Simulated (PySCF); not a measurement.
Predicted microwave data (PBE0/pcSseg-1 in PySCF (dipole) on a GFN2-xTB geometry, gas phase) for one isomer of C4H15NOSi3:

| Item | Value |
| --- | --- |
| Rotational constants | A = 3204, B = 356.0, C = 332.8 MHz |
| Dipole components | \|μa\| = 0.12 D, \|μb\| = 0.53 D, \|μc\| = 0.55 D |
| Inertial defect | -58.62 u·Å² |
| κ | -0.98 |

Task: Which candidate fits, each taken in the one conformer that was computed?
A. `[O:1]=[CH:2][CH2:3][CH2:4][C:5]([SiH3:6])([SiH3:7])[NH:8][SiH3:9]` with O1–C2–C3–C4 6°, C2–C3–C4–C5 -160°, C3–C4–C5–Si6 -54°, C4–C5–N8–Si9 41°
B. `[NH2:1][SiH2:2][SiH2:3][O:4][C@H:5]1[CH2:6][CH2:7][SiH2:8][CH2:9]1` with H–N1–Si2–Si3 -173° and 50°, N1–Si2–Si3–O4 -173°, Si2–Si3–O4–C5 -175°, Si3–O4–C5–C6 -178°, O4–C5–C6–C7 175°, C5–C6–C7–Si8 -37°, C6–C7–Si8–C9 13°, C7–Si8–C9–C5 14°
C. `[CH3:1][O:2][SiH2:3][N:4]([SiH3:5])[SiH2:6][CH:7]1[CH2:8][CH2:9]1` with C1–O2–Si3–N4 180°, O2–Si3–N4–Si5 176°, Si3–N4–Si6–C7 -173°, N4–Si6–C7–C8 -101°
D. `[SiH3:1][O:2][SiH2:3][SiH2:4][N:5]1[CH2:6][CH2:7][CH2:8][CH2:9]1` with Si1–O2–Si3–Si4 -64°, O2–Si3–Si4–N5 166°, Si3–Si4–N5–C6 26°, Si4–N5–C6–C7 -152°, N5–C6–C7–C8 -36°, C6–C7–C8–C9 16°, C7–C8–C9–N5 8°
E. `[CH3:1][NH:2][SiH2:3][C:4](=[O:5])[SiH2:6][C@H:7]([CH3:8])[SiH3:9]` with C1–N2–Si3–C4 -48°, N2–Si3–C4–O5 120°, Si3–C4–Si6–C7 -68°, C4–Si6–C7–C8 -52°
F. `[CH3:1][CH2:2][C@@H:3]1[CH2:4][SiH2:5][NH:6][Si@H:7]1[O:8][SiH3:9]` with C1–C2–C3–C4 -175°, N6–Si7–O8–Si9 40°, C2–C3–C4–Si5 -165°, C3–C4–Si5–N6 29°, C4–Si5–N6–Si7 -8°, Si5–N6–Si7–O8 -132°

Result: B. It is N[SiH2][SiH2]O[C@H]1CC[SiH2]C1, a near-prolate asymmetric top, point group C1. The candidates at the same level (rigid rotor, commonest isotopes):

```
                           SMILES  A (MHz)  B (MHz)  C (MHz)  μa (D)  μb (D)  μc (D)  Δ (u·Å²)  point group                        rotor
  CC[C@@H]1C[SiH2]N[Si@H]1O[SiH3]     1131    790.1    523.1    0.18    0.16    0.55   -120.44           C1               asymmetric top
       [SiH3]O[SiH2][SiH2]N1CCCC1     2890    370.6    347.6    1.37    0.13    0.40    -84.76           C1  near-prolate asymmetric top
   N[SiH2][SiH2]O[C@H]1CC[SiH2]C1     3204    356.0    332.8    0.12    0.53    0.55    -58.62           C1  near-prolate asymmetric top
     CO[SiH2]N([SiH3])[SiH2]C1CC1     1487    598.0    447.3    0.87    0.25    0.07    -55.18           C1               asymmetric top
CN[SiH2]C(=O)[SiH2][C@H](C)[SiH3]     1572    474.1    444.6    0.67    2.09    1.56   -250.73           C1  near-prolate asymmetric top
    O=CCCC([SiH3])([SiH3])N[SiH3]     1023    684.4    566.0    1.46    0.94    1.83   -339.46           C1               asymmetric top
```

`[SiH3]O[SiH2][SiH2]N1CCCC1` has A 10 % too low; `O=CCCC([SiH3])([SiH3])N[SiH3]` has B 92 % too high; `CO[SiH2]N([SiH3])[SiH2]C1CC1` has B 68 % too high; `CN[SiH2]C(=O)[SiH2][C@H](C)[SiH3]` has A 51 % too low; `CC[C@@H]1C[SiH2]N[Si@H]1O[SiH3]` has B 122 % too high. No structure here is proved a minimum.
